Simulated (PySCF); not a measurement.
Two species compared at the same levels of theory.

First species: C₆H₁₂ClFO.
Atom-mapped SMILES: `[CH3:1][CH2:2][O:3][CH2:4][C@@:5]([CH3:6])([Cl:7])[CH2:8][F:9]` (hydrogens: H10, H11, H12 on C1; H13, H14 on C2; H15, H16 on C4; H17, H18, H19 on C6; H20, H21 on C8)

Second species: C6H12ClFO.
Geometry (GFN2-xTB, Å), atoms numbered from 1 in this order:
```xyz
21
C6H12ClFO angstrom
C     -2.403   -1.019   -0.437
C     -1.763    0.363   -0.442
C     -0.419    0.408    0.292
C      0.683   -0.373   -0.424
O      1.862   -0.293    0.345
C      2.950   -0.958   -0.246
C      0.049    1.845    0.504
F     -0.827    2.519    1.300
Cl     0.175    2.741   -1.030
H     -1.813   -1.730   -1.010
H     -3.393   -0.968   -0.883
H     -2.504   -1.393    0.579
H     -1.623    0.698   -1.471
H     -2.437    1.068    0.050
H     -0.539   -0.015    1.296
H      0.853    0.049   -1.426
H      0.383   -1.424   -0.539
H      2.755   -2.033   -0.341
H      3.170   -0.551   -1.240
H      3.803   -0.799    0.409
H      1.030    1.883    0.988
```

Levels: PBE0/pcSseg-1 for dipole moment, HOMO energy, LUMO energy and HOMO–LUMO gap; GFN2-xTB for rotational constant A and rotational constant C. Geometries: GFN2-xTB. All species are isolated and taken at one optimised geometry, non-relativistic unless stated; the electronic structure was computed with PySCF and density fitting.

Dipoles, sizes and rotational constants follow the conformer. The torsions of the flexible species, by atom-mapped SMILES:
- `[CH3:1][CH2:2][O:3][CH2:4][C@@:5]([CH3:6])([Cl:7])[CH2:8][F:9]`: C1–C2–O3–C4 -70°, C2–O3–C4–C5 -173°, O3–C4–C5–C6 60°, C4–C5–C8–F9 -54°
- `[CH3:1][CH2:2][C@@H:3]([CH2:4][O:5][CH3:6])[C@H:7]([F:8])[Cl:9]`: C1–C2–C3–C4 68°, C2–C3–C4–O5 -179°, C3–C4–O5–C6 -179°, C2–C3–C7–F8 63°

```csv
property,column X,column Y
dipole moment,3.03 D,2.70 D
HOMO energy,-7.70 eV,-7.69 eV
LUMO energy,1.09 eV,0.73 eV
HOMO–LUMO gap,8.79 eV,8.42 eV
rotational constant A,1.315 GHz,1.937 GHz
rotational constant C,0.719 GHz,0.722 GHz
```

Q: Which column belongs to which species?

A: Column X is the second species and column Y the first. The first has 21 atoms and 82 electrons, the second 21 and 82.

Q: How does each property change from the first species to the second?

A: dipole moment +0.33 D; HOMO energy -0.01 eV; LUMO energy +0.36 eV; HOMO–LUMO gap +0.37 eV; rotational constant A -0.622 GHz; rotational constant C -0.003 GHz.

On the first: A dipole of 2.70 D is allowed in C1, and pure rotational transitions are dipole-allowed. The dipole equals about 9.0 × 10⁻³⁰ C·m (1 D = 3.33564 × 10⁻³⁰ C·m).

On the second: The dipole matches unit charges of opposite sign 0.63 Å apart (1 e·Å = 4.8032 D).
